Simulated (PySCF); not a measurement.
Constitutional and geometric isomers with formula H6B2N2. Isolated molecules, 0 K electronic values unless said otherwise. One relaxed conformer stands for each flexible species; it need not be the lowest. Strings in code marks are SMILES.

The HOMO–LUMO gap from two functionals at the same geometries (r2SCAN-D4/def2-TZVP), both in PySCF: PBE-D3(BJ)/def2-TZVP and r2SCAN-D4/def2-TZVP. 

| species | PBE-D3(BJ)/def2-TZVP (eV) |
|---|---|
| `BB(N)N` | 2.88 |
| `BNBN` (B–N–B–N torsion 180°) | 5.41 |
| `NBBN` (N–B–B–N torsion 73°) | 5.10 |

Task: What does r2SCAN-D4/def2-TZVP give for each?

Result: 
- `BB(N)N`: 3.44
- `BNBN` (B–N–B–N torsion 180°): 6.03
- `NBBN` (N–B–B–N torsion 73°): 5.70
Over these rows, drawn at random from the members with no instability flagged (it was tested for open shells, ions and some series alone), PBE minus r2SCAN-D4: mean -0.59 eV, from -0.62 eV to -0.56 eV.
